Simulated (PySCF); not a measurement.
C₃H₇BN₂, SMILES NB1C=CCN1. Geometry: ωB97X-D3(BJ)/def2-SVP. The structure was generated by enumeration, and PubChem lists no compound with its InChIKey, so it may never have been made. The values are those of a single conformer.

Task: Give the equilibrium geometry at ωB97X-D3(BJ)/def2-SVP (PySCF confirms it by a frequency run) as a Z-matrix, and its point group. (Estimate from the structure and the level; the computed values follow.)

Result: This is not unique; one that fits is point group Cs.
```
B
N 1 1.4171
H 2 1.0098 1 122.17
H 2 1.0106 3 113.87 1 180.00
N 1 1.4287 2 126.70 3 180.00
H 5 1.0095 1 129.04 2 0.00
C 5 1.4484 6 119.13 1 180.00
H 7 1.1082 5 112.66 6 60.29
H 7 1.1082 8 106.56 5 124.03
C 7 1.5087 8 110.53 9 120.13
C 10 1.3438 7 112.76 8 121.14
H 11 1.0943 10 122.68 7 180.00
H 10 1.0959 11 126.55 12 0.00
```
